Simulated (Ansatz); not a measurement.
Basis-set extrapolation for `CC=C=C[SiH3]` (PBE0-D4/def2-TZVP geometry, frozen core, Ansatz). Multiplicity 1, RHF reference.

```
                      def2-TZVPP   def2-QZVPP
                 HF  -445.074596  -445.090501
    MP2 correlation    -0.771996    -0.821836
CCSD(T) correlation    -0.862357      not run
```

Energies in hartree. Use E(X) = E(∞) + A·exp(−7.88·√X) for Hartree–Fock and E(X) = E(∞) + B·X^(−2.97) for correlation, with X = 3 and 4, and add CCSD(T) minus MP2 of the smaller set to the MP2 limit.

Question: What is the CCSD(T) energy at the basis-set limit?

Answer: HF limit: -445.090501 + (-0.015905) × 0.13774 = -445.09269. MP2 limit: -0.821836 + (-0.049840) × 0.74074 = -0.85875. Higher-order term: -0.862357 − (-0.771996) = -0.09036. Total: -446.04180 hartree, 65.8 kcal/mol below CCSD(T)/def2-TZVPP.
